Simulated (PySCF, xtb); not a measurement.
Al(H)(Br)(vinyl) (C2H4AlBr), SMILES C=[CH][AlH][Br].

GFN2-xTB (xtb) at its own geometry gives an orbital gap of 3.98 eV and a dipole moment of 4.48 D.

Geometry: TPSSh-D3(BJ)/def2-SVP. The structure was generated by enumeration; whether it is a known compound was not checked. One conformer was computed; it need not be the lowest.

Task: What does r2SCAN/def2-TZVP in PySCF give? (Estimate from the structure and the level; the computed values follow.)

Result: gap 4.80 eV (levels -7.15 and -2.35 eV), dipole 2.04 D.
